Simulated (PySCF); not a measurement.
Atom-mapped SMILES (the numbers label the heavy atoms): `[CH3:1][O:2][C@@H:3]1[CH2:4][C@H:5]1[C:6](=[O:7])[F:8]`. Each H is labelled by its parent atom. Ha(C4) is cis to O2 on the ring; Hb(C4) is trans to O2 on the ring.

[PySCF 2.14.0 with density-fitted response routines: coordinates at the GFN2-xTB level; shielding tensors at PBE0/pcSseg-1 (GIAO); spin–spin couplings from B3LYP/pcJ-1 (spin–dipole term only in couplings to heteroatoms); equivalent nuclei averaged; isolated molecule; non-relativistic; a single conformation]

List the cross peaks expected in HSQC, COSY and HMBC spectra.

Results:



HSQC (one-bond C–H):
```csv
δH,δC,"$^{1}J$(C,H) (Hz)"
3.61 (H(C1)),61.3 (C1),147
3.45 (H(C3)),70.9 (C3),195
1.76 (H(C5)),20.4 (C5),179
1.58 (Ha(C4)),20.4 (C4),172
1.44 (Hb(C4)),20.4 (C4),174
```

COSY cross peaks (|J| ≥ 2 Hz):
```csv
δH,δH,abs. J (Hz),bonds
3.45 (H(C3)),1.58 (Ha(C4)),5.2,3
3.45 (H(C3)),1.44 (Hb(C4)),8.0,3
1.76 (H(C5)),1.58 (Ha(C4)),10.8,3
1.76 (H(C5)),1.44 (Hb(C4)),6.7,3
1.58 (Ha(C4)),1.44 (Hb(C4)),7.2,2
```

HMBC (two and three bonds, |J| ≥ 2.5 Hz):
```csv
δH,δC [abs. J in Hz]
3.61 (H(C1)),70.9 (C3) [6.2]
3.45 (H(C3)),"173.5 (C6) [3.5], 61.3 (C1) [3.0], 20.4 (C4) [2.6]"
1.76 (H(C5)),173.5 (C6) [3.1]
1.58 (Ha(C4)),"173.5 (C6) [4.8], 70.9 (C3) [4.8]"
1.44 (Hb(C4)),"173.5 (C6) [7.1], 20.4 (C5) [3.1]"
```

Scale: TMS for $^{1}$H (σref 31.72), $^{13}$C (σref 186.93) (reference shieldings calculated alike).

Short H···H contacts in this conformer between protons four or more bonds apart (candidates for NOE cross peaks, intensity ∝ r⁻⁶): H(C1)···H(C3) 2.42 Å.

Common functionals overestimate the size of one-bond C–F couplings by tens of Hz; these are unscaled. Unscaled 3J(H,H) at this level run about 10 % above measured values. Shifts are as computed. Against solution values, carbons near 30 ppm lie about +3 ppm off and those near 130 ppm about +5 ppm. Of 1211 compounds with measured shifts, 218 miss one by over three times the rms of a fit or turn the order of signals round; such compounds aren't used in these exercises. 3J across rotatable bonds or in flexible rings reflects this conformer alone.
